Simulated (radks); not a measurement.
The terbium ion Tb4+, configuration [Xe] 4f7.

All-electron calculation, scalar-relativistic Kohn-Sham, LDA (Slater exchange, Perdew-Wang correlation), spin-polarised, spherical densities, point nucleus; open shells are filled with parallel spins first (spin-orbit coupling, left out, can overturn this in heavy ions). Program: a radial shooting solver on a logarithmic mesh with Libxc functionals.

Energy parts (eV):
part                      energy
total                 -318328.02
kinetic                342579.19
electron-nucleus      -774991.60
Hartree                120795.65
exchange-correlation    -6711.26

Orbitals (lengths in bohr, moments of r in powers of bohr; <r^-3> diverges for s and p1/2; r(90%) holds 90 % of the orbital's charge):
| orbital | occ. | eigenvalue (eV) | <r> | r(90%) | <r^-3> |
|---|---|---|---|---|---|
| 1s down | 1 | -51866.05 | 0.02152 | 0.0389 | - |
| 1s up | 1 | -51866.05 | 0.02152 | 0.0389 | - |
| 2s up | 1 | -8643.557 | 0.09156 | 0.142 | - |
| 2s down | 1 | -8643.432 | 0.09156 | 0.142 | - |
| 2p up | 3 | -7689.461 | 0.08092 | 0.132 | 12090 |
| 2p down | 3 | -7689.371 | 0.08091 | 0.132 | 12090 |
| 3s up | 1 | -1961.010 | 0.2397 | 0.352 | - |
| 3s down | 1 | -1957.942 | 0.2395 | 0.351 | - |
| 3p up | 3 | -1666.804 | 0.2384 | 0.357 | 2550 |
| 3p down | 3 | -1663.761 | 0.2382 | 0.356 | 2556 |
| 3d up | 5 | -1282.305 | 0.2168 | 0.338 | 342.8 |
| 3d down | 5 | -1279.928 | 0.2165 | 0.337 | 343.7 |
| 4s up | 1 | -433.6456 | 0.5403 | 0.776 | - |
| 4s down | 1 | -427.1262 | 0.5405 | 0.776 | - |
| 4p up | 3 | -336.3844 | 0.5716 | 0.831 | 578.1 |
| 4p down | 3 | -329.9636 | 0.5721 | 0.832 | 576.5 |
| 4d up | 5 | -202.7892 | 0.6181 | 0.927 | 65.46 |
| 4d down | 5 | -196.5330 | 0.6197 | 0.931 | 65.08 |
| 5s up | 1 | -94.6473 | 1.261 | 1.80 | - |
| 5s down | 1 | -91.6647 | 1.279 | 1.83 | - |
| 5p up | 3 | -69.4369 | 1.437 | 2.08 | 91.48 |
| 5p down | 3 | -67.1803 | 1.463 | 2.12 | 86.40 |
| 4f up | 7 | -56.8211 | 0.7723 | 1.29 | 9.639 |
| 4f down | 0 | -51.1629 | 0.7977 | 1.35 | 9.308 |
| 5d up | 0 | -38.2776 | 1.902 | 2.81 | 6.680 |
| 5d down | 0 | -37.1423 | 1.949 | 2.88 | 6.152 |
| 6s up | 0 | -32.5614 | 2.770 | 3.90 | - |
| 6s down | 0 | -32.0607 | 2.804 | 3.95 | - |
| 6p up | 0 | -25.6887 | 3.204 | 4.53 | 20.34 |
| 6p down | 0 | -25.2979 | 3.246 | 4.59 | 19.83 |
| 5f up | 0 | -16.3812 | 3.495 | 5.19 | 0.4739 |
| 5f down | 0 | -16.1434 | 3.569 | 5.29 | 0.4946 |

The highest occupied level is 4f up at -56.821 eV. The density falls to 0.001 e/bohr^3 at r = 3.06 bohr. Summed over all electrons, <r^2> = 31.53 bohr^2, which gives a Langevin (diamagnetic) susceptibility term of -25 x 10^-6 cm^3/mol. Spin moment in Bohr magnetons: 7.
